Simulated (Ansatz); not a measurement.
`OB(O)F` + `[SiH3][TeH]` → `OB(O)[Te][SiH3]` + H–F  (ligand exchange at a B–F bond)

Calculated with Ansatz (gas phase, PBE0-D4/def2-TZVP geometries, no zero-point term in ΔE). CCSD(T)/CBS is the MP2 limit (def2-TZVPP, def2-QZVPP) plus CCSD(T) − MP2 in def2-TZVPP, frozen cores. This one scheme is used for every species. DFT in def2-TZVPP. Elements past krypton have def2 core potentials. For Te outer-core shells are correlated without core-valence functions, which leaves a few kJ/mol of doubt a bond. One conformer a species, not always the lowest.

| level | ΔE (kJ/mol) |
| --- | --- |
| PBE-D4 | 89.1 |
| BLYP-D4 | 100.0 |
| SCS-MP2/def2-TZVPP | 101.1 |
| CCSD(T)/def2-TZVPP | 101.2 |

What does CCSD(T)/CBS give? (Best estimate.)

Ansatz gave: +94.2 kJ/mol. The listed levels differ from it by -5.1, 5.8, 6.9, 7.0 kJ/mol.

What do rigid-rotor, harmonic-oscillator terms from PBE0-D4/def2-TZVP frequencies (298.15 K, 1 bar) make of the CCSD(T)/CBS value? (Best estimate.)

Ansatz gave: ΔZPE = +2.0 kJ/mol, ΔH = +100.2 kJ/mol, ΔS = -20 J/(mol·K), ΔG = +106.1 kJ/mol. Modes under 50 cm⁻¹ make the entropy rough.

Largest T1 diagnostic among the species: 0.012.

The D4 term adds −12.5 kJ/mol with B3LYP and −6.9 kJ/mol with PBE0; it sums over pairs of atoms, weighted by their polarisabilities, and B3LYP, whose exchange is more repulsive, gets the larger term. Leaving LDA and LC-ωPBE aside and taking each functional with its dispersion term where it has one, the values, not all of them listed here, spread over 30.9 kJ/mol, from revPBE-D4 to B97M-V.

B3LYP here is the variant with VWN-RPA as its local correlation; programs differ in this.
